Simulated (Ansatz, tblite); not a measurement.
Cost and result up the ladder for GeMeF3 (CH3F3Ge) (8 atoms). The state is a singlet with charge 0. Geometry: PBE0-D4/def2-SVP.

Cartesian coordinates in Å:
```
Ge 0.482 -0.132 -0.670
C -0.619 0.169 0.860
H -0.117 -0.228 1.753
H -1.582 -0.341 0.721
H -0.787 1.247 0.981
F -0.232 0.407 -2.137
F 0.853 -1.790 -0.925
F 2.001 0.668 -0.582
```

Ansatz on 4 threads of Arm Neoverse V1 on a shared host; xTB runs through tblite on one thread. Times are rough, summed over both states, and most runs start from the orbitals of an earlier one. PBE0-D4/def2-TZVP serves as the yardstick here, not as an exact answer. The other state is a triplet.

The xTB rows come from tblite.

xTB has no spin-polarisation term.

| level | functions | wall time |
| --- | --- | --- |
| GFN2-xTB | 28 | 0.006 s |
| GFN1-xTB | 31 | 0.009 s |
| PBE-D4/def2-TZVP | 190 | 4.8 s |
| PBE0-D4/def2-TZVP (with forces) | 190 | 9.3 s |
| r2SCAN-D4/def2-TZVP | 190 | 11 s |

(1) Estimate what each level gives for the vertical triplet (eV).

Answers

(1) 
| level | vertical triplet (eV) | difference from PBE0-D4/def2-TZVP (eV) |
| --- | --- | --- |
| GFN2-xTB | 8.26 | 0.18 |
| GFN1-xTB | 7.21 | -0.87 |
| PBE-D4/def2-TZVP | 7.37 | -0.70 |
| PBE0-D4/def2-TZVP (with forces) | 8.07 | 0.00 |
| r2SCAN-D4/def2-TZVP | 7.82 | -0.26 |
